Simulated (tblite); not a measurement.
Compound: C₆H₁₆OP (charge +1).
Numbering: `[CH3:1][CH2:2][P+:3]([CH3:4])([CH3:5])[CH2:6][O:7][CH3:8]` (hydrogens: H9, H10, H11 on C1; H12, H13 on C2; H14, H15, H16 on C4; H17, H18, H19 on C5; H20, H21 on C6; H22, H23, H24 on C8)

Computed with GFN2-xTB (tblite), gas phase: L-BFGS steps from a force-field or distance-geometry start until the largest atomic force falls under 0.01 eV/Å.

Step 4: E = -739.3909 eV
```
atom  x, y, z in Å  |  force x, y, z in eV/Å
C1     -2.4415   -0.8174    0.7900   -0.065  -0.054   0.016
C2     -0.9460   -1.0290    0.6599    0.084   0.036  -0.077
P3     -0.2734    0.1345   -0.5512    0.131  -0.035  -0.097
C4     -1.0925    1.7141   -0.2709    0.039  -0.032  -0.115
C5     -0.5261   -0.3970   -2.2748    0.043   0.052   0.179
C6      1.5144    0.2974   -0.1861   -0.135   0.002  -0.129
O7      1.6712   -0.1598    1.1259    0.154   0.042  -0.187
C8      3.0485   -0.0724    1.4262    0.092   0.058   0.060
H9     -2.9310   -0.7590   -0.1758   -0.120  -0.072  -0.128
H10    -2.6216    0.0967    1.3371   -0.211   0.139   0.119
H11    -2.8875   -1.6260    1.3470   -0.115  -0.238   0.127
H12    -0.6697   -2.0438    0.3831   -0.043  -0.133  -0.069
H13    -0.4503   -0.7803    1.5939    0.111  -0.122   0.230
H14    -0.8365    2.4175   -1.0486    0.124   0.221  -0.225
H15    -0.8260    2.1305    0.6915    0.147   0.015   0.235
H16    -2.1569    1.5342   -0.2901   -0.330   0.098  -0.090
H17    -1.4670   -0.9315   -2.3540   -0.151  -0.017  -0.002
H18    -0.5488    0.4675   -2.9300   -0.022   0.123  -0.055
H19     0.2710   -1.0569   -2.6042    0.100  -0.091   0.083
H20     2.1264   -0.3109   -0.8727   -0.094   0.033  -0.130
H21     1.8429    1.3475   -0.2661   -0.067   0.020  -0.147
H22     3.6155   -0.6687    0.7073    0.161  -0.043   0.044
H23     3.2272   -0.4420    2.4248   -0.120  -0.058   0.221
H24     3.3462    0.9747    1.3453    0.287   0.057   0.136
```

Step 5: E = -739.4139 eV
```
atom  x, y, z in Å  |  force x, y, z in eV/Å
C1     -2.4436   -0.8194    0.7922   -0.185  -0.014   0.079
C2     -0.9504   -1.0268    0.6607    0.228  -0.022   0.044
P3     -0.2721    0.1304   -0.5508    0.015   0.055  -0.026
C4     -1.0888    1.7080   -0.2782   -0.114   0.178  -0.023
C5     -0.5228   -0.3929   -2.2681   -0.019  -0.034  -0.073
C6      1.5096    0.2948   -0.1878    0.050   0.069  -0.200
O7      1.6774   -0.1554    1.1233    0.102   0.005  -0.188
C8      3.0524   -0.0713    1.4249    0.185   0.014   0.124
H9     -2.9344   -0.7642   -0.1735   -0.104  -0.061  -0.130
H10    -2.6323    0.0979    1.3381   -0.170   0.030   0.074
H11    -2.8898   -1.6329    1.3467   -0.072  -0.162   0.109
H12    -0.6712   -2.0403    0.3834   -0.066  -0.172  -0.100
H13    -0.4449   -0.7931    1.5978    0.029  -0.077   0.137
H14    -0.8368    2.4246   -1.0472    0.158   0.143  -0.229
H15    -0.8247    2.1261    0.6858    0.155  -0.015   0.218
H16    -2.1598    1.5477   -0.2936   -0.217   0.034  -0.101
H17    -1.4654   -0.9262   -2.3548   -0.132  -0.019   0.034
H18    -0.5542    0.4693   -2.9317    0.043   0.054   0.032
H19     0.2709   -1.0606   -2.5965    0.070  -0.029   0.071
H20     2.1216   -0.3037   -0.8846   -0.098  -0.026  -0.075
H21     1.8398    1.3433   -0.2763   -0.086   0.066  -0.123
H22     3.6275   -0.6700    0.7106    0.087  -0.007   0.095
H23     3.2162   -0.4374    2.4283   -0.088  -0.102   0.188
H24     3.3640    0.9721    1.3587    0.228   0.091   0.063
```

Step 6: E = -739.4368 eV
```
atom  x, y, z in Å  |  force x, y, z in eV/Å
C1     -2.4486   -0.8219    0.7956   -0.190  -0.006   0.096
C2     -0.9513   -1.0254    0.6626    0.193  -0.086   0.147
P3     -0.2710    0.1276   -0.5506   -0.138   0.158   0.046
C4     -1.0877    1.7065   -0.2857   -0.209   0.341   0.062
C5     -0.5203   -0.3899   -2.2635   -0.081  -0.106  -0.253
C6      1.5062    0.2937   -0.1933    0.205   0.118  -0.203
O7      1.6859   -0.1508    1.1173    0.082  -0.007  -0.155
C8      3.0598   -0.0698    1.4261    0.211  -0.011   0.155
H9     -2.9397   -0.7707   -0.1732   -0.053  -0.055  -0.055
H10    -2.6463    0.0993    1.3403   -0.119  -0.107   0.013
H11    -2.8933   -1.6425    1.3484   -0.010  -0.043   0.061
H12    -0.6740   -2.0399    0.3818   -0.088  -0.150  -0.110
H13    -0.4389   -0.8075    1.6041   -0.048  -0.035   0.030
H14    -0.8341    2.4337   -1.0496    0.155   0.024  -0.156
H15    -0.8206    2.1209    0.6835    0.118  -0.050   0.118
H16    -2.1660    1.5620   -0.2990   -0.043  -0.002  -0.103
H17    -1.4658   -0.9210   -2.3549   -0.090  -0.015   0.057
H18    -0.5587    0.4719   -2.9325    0.104  -0.020   0.102
H19     0.2719   -1.0647   -2.5873    0.026   0.031   0.048
H20     2.1149   -0.2973   -0.8981   -0.071  -0.090  -0.061
H21     1.8350    1.3406   -0.2889   -0.083   0.130  -0.107
H22     3.6412   -0.6714    0.7159    0.033   0.027   0.152
H23     3.2035   -0.4348    2.4352   -0.055  -0.120   0.109
H24     3.3862    0.9709    1.3733    0.151   0.074   0.008
```

Step 7: E = -739.4611 eV
```
atom  x, y, z in Å  |  force x, y, z in eV/Å
C1     -2.4561   -0.8253    0.8002   -0.108  -0.027   0.073
C2     -0.9506   -1.0258    0.6668    0.046  -0.122   0.178
P3     -0.2724    0.1279   -0.5500   -0.243   0.213   0.092
C4     -1.0900    1.7117   -0.2927   -0.201   0.373   0.114
C5     -0.5194   -0.3887   -2.2623   -0.120  -0.129  -0.267
C6      1.5058    0.2948   -0.2028    0.256   0.135  -0.151
O7      1.6976   -0.1458    1.1074    0.081   0.012  -0.097
C8      3.0711   -0.0677    1.4303    0.160  -0.017   0.144
H9     -2.9463   -0.7788   -0.1736    0.016  -0.053   0.059
H10    -2.6641    0.0992    1.3434   -0.060  -0.230  -0.044
H11    -2.8975   -1.6540    1.3516    0.046   0.080   0.005
H12    -0.6788   -2.0423    0.3778   -0.105  -0.074  -0.100
H13    -0.4331   -0.8234    1.6124   -0.110   0.000  -0.067
H14    -0.8282    2.4440   -1.0552    0.124  -0.085  -0.047
H15    -0.8138    2.1145    0.6833    0.048  -0.051   0.001
H16    -2.1740    1.5774   -0.3070    0.114  -0.007  -0.090
H17    -1.4682   -0.9158   -2.3539   -0.055  -0.022   0.055
H18    -0.5614    0.4747   -2.9317    0.149  -0.074   0.127
H19     0.2738   -1.0686   -2.5767   -0.019   0.071   0.010
H20     2.1065   -0.2924   -0.9142   -0.022  -0.141  -0.076
H21     1.8283    1.3407   -0.3049   -0.050   0.198  -0.100
H22     3.6570   -0.6726    0.7247    0.010   0.045   0.200
H23     3.1888   -0.4346    2.4451   -0.018  -0.112   0.006
H24     3.4131    0.9707    1.3893    0.061   0.018  -0.024
```

**Question.** Estimate the geometry and energy of step 8. (The exact step hangs on the optimiser's Hessian estimate; all steps are aligned on step 7, rigid shifts and turns removed.)

**Answer.** E = -739.4835 eV, largest force 0.294 eV/Å
```
atom  x, y, z in Å  |  force x, y, z in eV/Å
C1     -2.4642   -0.8299    0.8053    0.013  -0.062   0.026
C2     -0.9502   -1.0285    0.6730   -0.116  -0.100   0.106
P3     -0.2776    0.1322   -0.5484   -0.219   0.169   0.100
C4     -1.0951    1.7233   -0.2976   -0.090   0.249   0.113
C5     -0.5208   -0.3898   -2.2642   -0.121  -0.094  -0.112
C6      1.5090    0.2984   -0.2148    0.184   0.121  -0.078
O7      1.7113   -0.1404    1.0953    0.072   0.053  -0.040
C8      3.0845   -0.0653    1.4372    0.054  -0.007   0.088
H9     -2.9525   -0.7877   -0.1731    0.072  -0.054   0.147
H10    -2.6828    0.0954    1.3463   -0.008  -0.281  -0.067
H11    -2.9012   -1.6642    1.3554    0.068   0.143  -0.023
H12    -0.6857   -2.0465    0.3718   -0.109   0.022  -0.074
H13    -0.4291   -0.8386    1.6205   -0.143   0.024  -0.119
H14    -0.8196    2.4529   -1.0623    0.079  -0.136   0.054
H15    -0.8061    2.1078    0.6845   -0.033  -0.001  -0.077
H16    -2.1811    1.5920   -0.3166    0.188   0.018  -0.063
H17    -1.4726   -0.9117   -2.3521   -0.038  -0.040   0.026
H18    -0.5609    0.4768   -2.9291    0.164  -0.095   0.098
H19     0.2759   -1.0715   -2.5664   -0.057   0.083  -0.026
H20     2.0982   -0.2908   -0.9317    0.016  -0.145  -0.091
H21     1.8211    1.3452   -0.3224   -0.001   0.224  -0.097
H22     3.6729   -0.6732    0.7370    0.027   0.035   0.216
H23     3.1744   -0.4370    2.4555    0.018  -0.084  -0.078
H24     3.4405    0.9708    1.4044   -0.020  -0.042  -0.028
```

The energy changes by -0.0224 eV. The first-order estimate −F·Δx gives -0.0317 eV and the mean of the old and new forces, exact on a quadratic surface, -0.0224 eV. The step makes an angle of 65° with the force vector and moves no atom by more than 0.031 Å.

What follows is the cost of the whole relaxation. The run took 1.7 s on one thread, Arm Neoverse N1 (aarch64), shared host.
